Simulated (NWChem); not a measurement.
Everything below was run with NWChem. System: C3H3F3, charge 0, spin multiplicity 1, at a geometry optimised with PBE/def2-SVP. The structure started from a generated list of species. Level: PBE/def2-SVP.

Input file:

```
start mol
memory heap 200 mb stack 800 mb global 1000 mb
geometry units angstroms nocenter noautoz
  C      0.569007     1.845044     0.000000
  C     -0.251053     0.604007     0.000000
  F     -1.592446     0.780628     0.000000
  C      0.218599    -0.659159     0.000000
  F      1.516220    -0.955217     0.000000
  F     -0.540889    -1.744545     0.000000
  H      1.647864     1.605228     0.000000
  H      0.343419     2.463811    -0.894515
  H      0.343419     2.463811     0.894515
  symmetry group Cs
end
basis spherical
  * library def2-svp
end
dft
  xc xpbe96 cpbe96
  semidirect memsize 60000000 filesize 0
  iterations 100
end
task dft energy
```

Part of the output:

```
             Northwest Computational Chemistry Package (NWChem) 7.3.0
             --------------------------------------------------------

                                NWChem Input Module
                                -------------------

 Scaling coordinates for geometry "geometry" by  1.889725989
 (inverse scale =  0.529177249)

 Turning off AUTOSYM since
 SYMMETRY directive was detected!

                             Geometry "geometry" -> ""
                             -------------------------

 Output coordinates in angstroms (scale by  1.889725989 to convert to a.u.)

  No.       Tag          Charge          X              Y              Z
 ---- ---------------- ---------- -------------- -------------- --------------
    1 C                    6.0000     0.56900700     1.84504400     0.00000000
    2 C                    6.0000    -0.25105300     0.60400700     0.00000000
    3 F                    9.0000    -1.59244600     0.78062800     0.00000000
    4 C                    6.0000     0.21859900    -0.65915900     0.00000000
    5 F                    9.0000     1.51622000    -0.95521700     0.00000000
    6 F                    9.0000    -0.54088900    -1.74454500     0.00000000
    7 H                    1.0000     1.64786400     1.60522800     0.00000000
    8 H                    1.0000     0.34341900     2.46381100    -0.89451500
    9 H                    1.0000     0.34341900     2.46381100     0.89451500

 Effective nuclear repulsion energy (a.u.)     241.2377948327

            Nuclear Dipole moment (a.u.)
            ----------------------------
        X                 Y               Z
 ---------------- ---------------- ----------------
    -0.0000283459    -0.0000075589     0.0000000000

      Symmetry information
      --------------------

 Group name             Cs
 Group number              2
 Group order               2
 No. of unique centers     8

      Symmetry unique atoms

     1    2    3    4    5    6    7    8


 Summary of "ao basis" -> "" (spherical)
 ------------------------------------------------------------------------------
[...]
 Vector   24  Occ=2.000000D+00  E=-2.036519D-01  Symmetry=a"
              MO Center= -9.6D-02,  2.4D-02, -1.3D-16, r^2= 2.4D+00
   Bfn.  Coefficient  Atom+Function         Bfn.  Coefficient  Atom+Function
  ----- ------------  ---------------      ----- ------------  ---------------
    20      0.398291  2 C  pz                48      0.394564  4 C  pz
    34      0.271125  3 F  pz                23      0.255306  2 C  pz
    62      0.235652  5 F  pz                76      0.235701  6 F  pz
    37     -0.215656  3 F  pz                51      0.198466  4 C  pz
    79     -0.183410  6 F  pz                65     -0.180977  5 F  pz

 Vector   25  Occ=0.000000D+00  E=-7.416709D-03  Symmetry=a"
              MO Center=  3.7D-02,  1.3D-01, -5.4D-16, r^2= 2.6D+00
   Bfn.  Coefficient  Atom+Function         Bfn.  Coefficient  Atom+Function
  ----- ------------  ---------------      ----- ------------  ---------------
    48      0.545968  4 C  pz                51      0.493504  4 C  pz
    20     -0.476150  2 C  pz                23     -0.476436  2 C  pz
    91     -0.358412  8 H  s                 96      0.358412  9 H  s
    76      0.198095  6 F  pz                 9     -0.190830  1 C  pz
    62      0.189043  5 F  pz                79     -0.172282  6 F  pz

 Vector   26  Occ=0.000000D+00  E= 3.861853D-02  Symmetry=a'
              MO Center= -1.4D-01,  3.7D-01, -2.2D-15, r^2= 3.0D+00
   Bfn.  Coefficient  Atom+Function         Bfn.  Coefficient  Atom+Function
  ----- ------------  ---------------      ----- ------------  ---------------
    21      0.531867  2 C  px                31      0.438982  3 F  s
    86     -0.428096  7 H  s                 18      0.368656  2 C  px
    91      0.368230  8 H  s                 96      0.368230  9 H  s
     3     -0.358515  1 C  s                 49      0.355222  4 C  px
    46      0.329458  4 C  px                35      0.302854  3 F  px

 Vector   27  Occ=0.000000D+00  E= 4.657383D-02  Symmetry=a'
              MO Center=  7.9D-01,  2.1D+00,  1.5D-16, r^2= 4.7D+00
   Bfn.  Coefficient  Atom+Function         Bfn.  Coefficient  Atom+Function
  ----- ------------  ---------------      ----- ------------  ---------------
     3      2.747506  1 C  s                 91     -1.152805  8 H  s
    96     -1.152805  9 H  s                 86     -1.140117  7 H  s
    17     -0.601452  2 C  s                 45     -0.326490  4 C  s
    22     -0.296170  2 C  py                 8      0.254609  1 C  py
     2      0.241691  1 C  s                 31      0.165290  3 F  s

 center of mass
 --------------
 x =  -0.05771578 y =  -0.16527560 z =   0.00000000

 moments of inertia (a.u.)
 ------------------
         545.964378737687          71.569707779726           0.000000000000
          71.569707779726         382.548376365777           0.000000000000
           0.000000000000           0.000000000000         916.993668451109

     Multipole analysis of the density
     ---------------------------------

     L   x y z        total         alpha         beta         nuclear
     -   - - -        -----         -----         ----         -------
     0   0 0 0     -0.000000    -24.000000    -24.000000     48.000000

     1   1 0 0      0.394017      0.197023      0.197023     -0.000028
     1   0 1 0      0.510287      0.255147      0.255147     -0.000008
     1   0 0 1     -0.000000     -0.000000     -0.000000      0.000000

     2   2 0 0    -25.621469   -105.131917   -105.131917    184.642366
     2   1 1 0      1.037732     12.782398     12.782398    -24.527063
     2   1 0 1      0.000000      0.000000      0.000000      0.000000
     2   0 2 0    -23.169543   -156.258965   -156.258965    289.348387
     2   0 1 1      0.000000      0.000000      0.000000      0.000000
     2   0 0 2    -23.675474    -14.695149    -14.695149      5.714825

 Task  times  cpu:        4.8s     wall:        4.8s

 Total times  cpu:        4.8s     wall:        4.8s
```
